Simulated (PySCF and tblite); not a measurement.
5 constitutional isomers of C₄HFN₂O:

| isomer | SMILES |
| --- | --- |
| A | [N:1]#[C:2][c:3]1[cH:4][n:5][c:6]([F:7])[o:8]1 |
| B | [CH:1]#[C:2][c:3]1[n:4][o:5][c:6]([F:7])[n:8]1 |
| C | [N:1]#[C:2][c:3]1[cH:4][c:5]([F:6])[n:7][o:8]1 |
| D | [N:1]#[C:2][c:3]1[cH:4][n:5][o:6][c:7]1[F:8] |
| E | [N:1]#[C:2][C:3]([F:4])([C:5]#[N:6])[CH:7]=[O:8] |

Each isomer is a Boltzmann average at 298.15 K over at most 6 conformers: GFN2-xTB geometries, energies PBE0/pcSseg-1 (D3(BJ) added where defined), GIAO shieldings PBE0/pcSseg-1, GFN2-xTB thermal terms. Programs: PySCF with density fitting and tblite.

(1) What shifts does each isomer give (ppm)?

Unscaled ¹⁹F and ¹⁵N shifts at such levels can be off by tens of ppm; differences between conformers or isomers are more reliable. Shifts are unscaled: against experiment ¹³C can be off by 15 ppm or more and ¹H by 0.8 ppm.

Results:

(1) 
A: ¹H (against TMS): 7.83 (H4, 1H). ¹³C (against TMS): 166.0 (C6), 149.4 (C4), 127.0 (C3), 113.5 (C2). ¹⁹F (against CFCl3): -92.9 (F7). ¹⁵N (against NH3): 339.7 (N1), 256.6 (N5).

B: ¹H (against TMS): 3.11 (H1, 1H). ¹³C (against TMS): 181.9 (C6), 160.4 (C3), 96.6 (C1), 75.7 (C2). ¹⁹F (against CFCl3): -100.8 (F7). ¹⁵N (against NH3): 413.1 (N4), 249.6 (N8).

C: ¹H (against TMS): 6.82 (H4, 1H). ¹³C (against TMS): 182.8 (C5), 153.2 (C3), 113.6 (C4), 113.5 (C2). ¹⁹F (against CFCl3): -138.5 (F6). ¹⁵N (against NH3): 396.8 (N7), 343.7 (N1).

D: ¹H (against TMS): 8.38 (H4, 1H). ¹³C (against TMS): 186.8 (C7), 158.0 (C4), 112.6 (C2), 78.4 (C3). ¹⁹F (against CFCl3): -92.3 (F8). ¹⁵N (against NH3): 398.6 (N5), 332.4 (N1).

E: ¹H (against TMS): 9.51 (H7, 1H). ¹³C (against TMS): 190.1 (C7), 113.5 (C2/C5), 78.3 (C3). ¹⁹F (against CFCl3): -187.8 (F4). ¹⁵N (against NH3): 328.8 (N1/N6).


¹⁵N shifts are against a computed isolated NH3 molecule, about 20 ppm from the liquid.